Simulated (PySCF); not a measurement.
Löwdin shares of the frontier orbitals

Compound: C4H7F2NSi.
Z-matrix (Å and degrees, GFN2-xTB geometry), rows numbered from 1:
```
F 
C   1  1.3627
F   2  1.3628  1  105.26
C   2  1.4826  1  111.06  3  -120.30
C   4  1.3272  2  123.94  1  -121.46
C   5  1.4917  4  115.98  2  -179.96
N   6  1.4427  5  107.33  4    -0.51
Si  7  1.7162  6  117.09  5     1.05
H   2  1.1027  1  107.33  3   114.11
H   5  1.0813  4  125.37  2     0.04
H   6  1.0996  5  109.82  4   120.64
H   6  1.0995  5  109.96  4  -121.62
H   7  1.0039  6  115.45  5   179.14
H   8  1.4643  4  113.31  2   -64.26
H   8  1.4650  4  113.17  2    64.54
```

The calculation used TDDFT CAM-B3LYP/def2-SVPD, vertical, gas phase, core orbitals frozen in the response (PySCF).

Kohn–Sham orbitals with the atoms that hold most of them (Löwdin shares over 4%, at most four atoms; ? is withheld):

```csv
orbital,ε (eV),atoms
LUMO+2,1.39,"Si8 22%, C5 11%, C2 9%, C6 7%"
LUMO+1,0.98,"Si8 32%, H13 13%, C6 10%, H15 7%"
LUMO,0.61,?
HOMO,-8.27,?
HOMO-1,-9.50,"C4 35%, C5 32%, N7 8%, C6 6%"
HOMO-2,-10.40,"C4 28%, Si8 18%, C2 14%, C5 6%"
HOMO-3,-11.57,"Si8 36%, H14 21%, H15 20%, N7 7%"
```

(1) Give the leading atoms of the HOMO.

(2) Give the leading atoms of the LUMO.

(3) How does S1 compare with the orbital gap of 8.88 eV?

(4) Give energy, strength and leading configuration of S1, S2, S4 and S5, and follow the Löwdin shares of the leading atoms from the occupied to the empty orbital.

## Answers

(1) N7 (bonded to C, Si and H) 52%; C6 (bonded to C, N and 2 H) 11%; Si8 (bonded to C, N and 2 H) 11%; H15 (bonded to Si) 5%.

(2) C5 (bonded to 2 C and H) 34%; C4 (bonded to 2 C and Si) 28%; Si8 (bonded to C, N and 2 H) 6%; C6 (bonded to C, N and 2 H) 6%. By element: carbon 68% or more, silicon 6%.

(3) S1 is at 5.67 eV (f = 0.036), 3.21 eV below the gap, made of HOMO→LUMO (99%). 

(4) 
- S1 (5.67 eV, f 0.036), HOMO→LUMO (99%): N7 52% → at most 6%, C6 11% → 6%, C5 at most 5% → 34%, C4 at most 5% → 28%
- S2 (5.87 eV, f 0.0019), HOMO→LUMO+1 (86%): N7 52% → at most 8%, C6 11% → 10%, Si8 11% → 32%, H13 at most 5% → 13%
- S4 (6.94 eV, f 0.0028), HOMO-2→LUMO (95%): C4 28% → 28%, Si8 18% → 6%, C5 6% → 34%
- S5 (7.23 eV, f 0.271), HOMO-1→LUMO (94%): C4 35% → 28%, C5 32% → 34%

Löwdin shares depend on the basis, the more so with diffuse functions.

One conformer stands for the species.
